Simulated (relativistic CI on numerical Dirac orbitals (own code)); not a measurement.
## Forbidden transitions in Bi56+

Calculated at this level of theory: Dirac-Coulomb-Breit CI, separate exchange-only KLI orbitals for each configuration, model QED, unscaled Slater integrals (own radial code, finite nucleus).

CI space (outside the closed core [Ne]): 3s2.3p6.3d9, 3s2.3p5.3d10, 3s.3p6.3d10, 3s2.3p6.3d8.4s, 3s2.3p6.3d8.4p, 3s2.3p4.3d10.4s, 3s2.3p6.3d8.4d, 3s2.3p4.3d10.4p, 3s2.3p5.3d9.4s, 3s2.3p6.3d8.4f, 3s2.3p4.3d10.4d, 3s2.3p5.3d9.4p, 3s.3p5.3d10.4s, 3s2.3p6.3d7.4s2, 3s.3p5.3d10.4p, 3s2.3p5.3d9.4d. Levels of other configurations are missing.

```tsv
λ vac (Å)	Lower	Upper	Type	A (s⁻¹)	gf	Branching (%)
4.3315	3s2.3p6.3d9 2D_5/2 [1]	3s2.3p5.3d9.4p 2P_1/2 [148]	E2	8.06e+10	4.54e-04	2.5
4.3564	3s2.3p6.3d9 2D_3/2 [2]	3s2.3p5.3d9.4p 2G_7/2 [186]	E2	7.67e+10	1.74e-03	2.6
4.3715	3s2.3p6.3d9 2D_3/2 [2]	3s2.3p5.3d9.4p 4F_5/2 [183]	E2	5.46e+10	9.39e-04	2.2
4.3779	3s2.3p6.3d9 2D_5/2 [1]	3s2.3p5.3d9.4p 2F_5/2 [133]	E2	5.14e+10	8.86e-04	2.3
4.3798	3s2.3p6.3d9 2D_5/2 [1]	3s2.3p5.3d9.4p 2P_3/2 [132]	E2	4.88e+10	5.61e-04	2.2
4.3938	3s2.3p6.3d9 2D_5/2 [1]	3s2.3p6.3d8.4d 2G_9/2 [131]	E2	4.57e+10	1.32e-03	6.8
4.3971	3s2.3p6.3d9 2D_5/2 [1]	3s2.3p5.3d9.4p 2G_9/2 [127]	E2	3.85e+10	1.12e-03	3.9
4.4176	3s2.3p6.3d9 2D_3/2 [2]	3s2.3p6.3d8.4d 4P_1/2 [180]	E2	3.22e+10	1.88e-04	5.6
4.4186	3s2.3p6.3d9 2D_3/2 [2]	3s2.3p6.3d8.4d 2F_7/2 [178]	E2	1.34e+10	3.14e-04	2.9
4.4318	3s2.3p6.3d9 2D_5/2 [1]	3s2.3p6.3d8.4d 2P_1/2 [110]	E2	1.45e+10	8.54e-05	2.9
4.4412	3s2.3p6.3d9 2D_3/2 [2]	3s2.3p6.3d8.4d 2D_3/2 [174]	E2	8.39e+10	9.93e-04	4.3
4.4626	3s2.3p6.3d9 2D_5/2 [1]	3s2.3p6.3d8.4d 2F_7/2 [107]	E2	4.29e+10	1.03e-03	2.4
4.5552	3s2.3p6.3d9 2D_5/2 [1]	3s2.3p6.3d8.4d 2D_5/2 [90]	E2	1.18e+10	2.20e-04	2.3
4.5688	3s2.3p6.3d9 2D_5/2 [1]	3s2.3p6.3d8.4d 2D_5/2 [88]	E2	1.73e+10	3.25e-04	2.5
4.5859	3s2.3p6.3d9 2D_3/2 [2]	3s2.3p6.3d8.4d 2F_7/2 [128]	E2	3.81e+10	9.62e-04	7.6
4.5875	3s2.3p6.3d9 2D_3/2 [2]	3s2.3p6.3d8.4d 2P_3/2 [125]	E2	3.31e+10	4.18e-04	6.5
4.5900	3s2.3p6.3d9 2D_5/2 [1]	3s2.3p6.3d8.4d 2P_3/2 [81]	E2	7.30e+10	9.22e-04	12.1
4.5914	3s2.3p6.3d9 2D_3/2 [2]	3s2.3p6.3d8.4d 2F_5/2 [123]	E2	5.76e+10	1.09e-03	10.3
4.5929	3s2.3p6.3d9 2D_5/2 [1]	3s2.3p6.3d8.4d 2P_1/2 [80]	E2	3.21e+10	2.03e-04	6.7
4.5953	3s2.3p6.3d9 2D_3/2 [2]	3s2.3p6.3d8.4d 2P_1/2 [122]	E2	5.26e+10	3.33e-04	9.6
4.6007	3s2.3p6.3d9 2D_5/2 [1]	3s2.3p6.3d8.4d 2F_7/2 [77]	E2	3.12e+10	7.93e-04	6.6
4.6062	3s2.3p6.3d9 2D_3/2 [2]	3s2.3p6.3d8.4d 4D_7/2 [117]	E2	1.81e+10	4.62e-04	3.7
4.6068	3s2.3p6.3d9 2D_5/2 [1]	3s2.3p6.3d8.4d 2D_5/2 [76]	E2	3.60e+10	6.87e-04	6.8
4.6118	3s2.3p6.3d9 2D_5/2 [1]	3s2.3p6.3d8.4d 4F_9/2 [75]	E2	5.21e+10	1.66e-03	10.4
4.6162	3s2.3p6.3d9 2D_3/2 [2]	3s2.3p6.3d8.4d 4P_3/2 [115]	E2	3.09e+10	3.95e-04	6.2
4.6206	3s2.3p6.3d9 2D_3/2 [2]	3s2.3p6.3d8.4d 4F_7/2 [113]	E2	1.14e+10	2.93e-04	2.4
4.6210	3s2.3p6.3d9 2D_5/2 [1]	3s2.3p6.3d8.4d 2P_3/2 [72]	E2	2.94e+10	3.76e-04	5.1
4.6238	3s2.3p6.3d9 2D_3/2 [2]	3s2.3p6.3d8.4d 2P_1/2 [110]	E2	1.28e+10	8.23e-05	2.6
5.3712	3s2.3p6.3d9 2D_3/2 [2]	3s2.3p6.3d8.4s 2S_1/2 [34]	E2	1.61e+10	1.39e-04	47.6
5.4074	3s2.3p6.3d9 2D_5/2 [1]	3s2.3p6.3d8.4s 2P_1/2 [22]	E2	1.29e+10	1.13e-04	40.0
5.4130	3s2.3p6.3d9 2D_5/2 [1]	3s2.3p6.3d8.4s 4P_3/2 [20]	E2	9.68e+09	1.70e-04	58.0
5.4142	3s2.3p6.3d9 2D_5/2 [1]	3s2.3p6.3d8.4s 2G_9/2 [19]	E2	1.32e+10	5.79e-04	100.0
5.4278	3s2.3p6.3d9 2D_5/2 [1]	3s2.3p6.3d8.4s 4P_5/2 [15]	E2	9.07e+09	2.40e-04	67.0
5.4367	3s2.3p6.3d9 2D_3/2 [2]	3s2.3p6.3d8.4s 2F_5/2 [27]	E2	2.07e+10	5.51e-04	98.8
5.4403	3s2.3p6.3d9 2D_3/2 [2]	3s2.3p6.3d8.4s 4F_3/2 [26]	E2	7.32e+09	1.30e-04	87.6
5.4548	3s2.3p6.3d9 2D_5/2 [1]	3s2.3p6.3d8.4s 4F_7/2 [11]	E2	1.03e+10	3.69e-04	93.6
5.6525	3s2.3p6.3d9 2D_5/2 [1]	3s2.3p6.3d8.4s 2S_1/2 [10]	E2	1.46e+10	1.40e-04	34.5
5.6961	3s2.3p6.3d9 2D_3/2 [2]	3s2.3p6.3d8.4s 2P_1/2 [22]	E2	1.74e+10	1.69e-04	53.7
5.7014	3s2.3p6.3d9 2D_3/2 [2]	3s2.3p6.3d8.4s 2G_7/2 [21]	E2	1.69e+10	6.59e-04	92.5
5.7111	3s2.3p6.3d9 2D_5/2 [1]	3s2.3p6.3d8.4s 2D_3/2 [9]	E2	2.22e+10	4.33e-04	78.0
5.7159	3s2.3p6.3d9 2D_5/2 [1]	3s2.3p6.3d8.4s 2D_5/2 [8]	E2	8.71e+09	2.56e-04	82.8
5.7163	3s2.3p6.3d9 2D_3/2 [2]	3s2.3p6.3d8.4s 4P_3/2 [16]	E2	9.90e+09	1.94e-04	65.0
5.7188	3s2.3p6.3d9 2D_3/2 [2]	3s2.3p6.3d8.4s 4P_5/2 [15]	E2	4.43e+09	1.30e-04	32.8
5.7369	3s2.3p6.3d9 2D_5/2 [1]	3s2.3p6.3d8.4s 2F_7/2 [7]	E2	2.86e+10	1.13e-03	99.9
5.7462	3s2.3p6.3d9 2D_3/2 [2]	3s2.3p6.3d8.4s 4F_5/2 [12]	E2	1.26e+10	3.74e-04	82.3
```

Terms are leading LS components. Brackets give the number of a level in order of energy, since labels repeat. The list gives strong lines, with weight on those to low levels, among the lowest 200 of 499 levels, so that lines to higher ones, which can be the strongest, are missing. Levels whose partners in the same complex of configurations lie outside the list can be far off, and so can their lines. Rates are taken at the computed energies, electric ones in the length gauge.

At this charge energies of transitions that change n are usually good to better than 1 %, and those within a shell (Δn = 0) to a few per cent.

LS names give the leading component of a level, which can be under half, so a name can repeat, a term be missing and a line seem to break the LS rules.
